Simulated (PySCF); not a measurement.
Spin-rotation constants: `OP(=O)(O)c1ccsc1`, C₄H₅O₃PS

Geometry:
| atom | x (Å) | y (Å) | z (Å) |
| --- | --- | --- | --- |
| O1 | -1.779 | -1.731 | 0.891 |
| P2 | -1.386 | -0.429 | 0.342 |
| O3 | -1.790 | 0.808 | 1.281 |
| O4 | -2.124 | -0.088 | -1.045 |
| C5 | 0.351 | -0.149 | -0.006 |
| C6 | 0.922 | 1.098 | -0.357 |
| C7 | 2.256 | 1.004 | -0.570 |
| S8 | 2.837 | -0.602 | -0.349 |
| C9 | 1.264 | -1.156 | 0.035 |
| H10 | -2.251 | 0.477 | 2.052 |
| H11 | -2.679 | -0.828 | -1.292 |
| H12 | 0.348 | 2.002 | -0.438 |
| H13 | 2.946 | 1.778 | -0.845 |
| H14 | 1.084 | -2.183 | 0.278 |

Method: PySCF 2.14.0, GIAO wB97X-D/pcSseg-1 magnetisability, rotational g tensor and spin-rotation constants, non-relativistic, gas phase. Geometry: GFN2-xTB.

Question: Give the nuclear spin-rotation constants along the inertial axes (H = +C I·J) beside the isotropic shieldings.

Answer: Rotational constants 2.7948, 0.7442, 0.6775 GHz. A star marks the isotopologue with that one atom substituted, in its own axes.
```tsv
atom	isotope	Caa (kHz)	Cbb (kHz)	Ccc (kHz)	mean (kHz)	σ (ppm)
P2	31P	4.909	0.992	1.202	2.368	301.5
H10	1H	-0.174	-0.078	-0.031	-0.095	28.2
H11	1H	-0.215	-0.053	-0.045	-0.104	28.3
H12	1H	-0.172	0.054	-0.073	-0.064	24.3
H13	1H	0.007	0.002	-0.075	-0.022	24.5
H14	1H	-0.238	0.075	-0.076	-0.080	24.0
O1	17O*	-0.524	-0.132	-0.103	-0.253	186.7
O3	17O*	-0.453	-0.095	-0.106	-0.218	214.4
C5	13C*	1.201	0.287	0.106	0.531	49.9
C6	13C*	0.991	0.341	0.094	0.475	53.5
C7	13C*	1.044	0.326	0.105	0.491	49.4
S8	33S*	1.173	0.281	0.202	0.552	264.5
C9	13C*	1.091	0.344	0.099	0.511	42.8
```
For the geometry as given, no vibrational averaging.
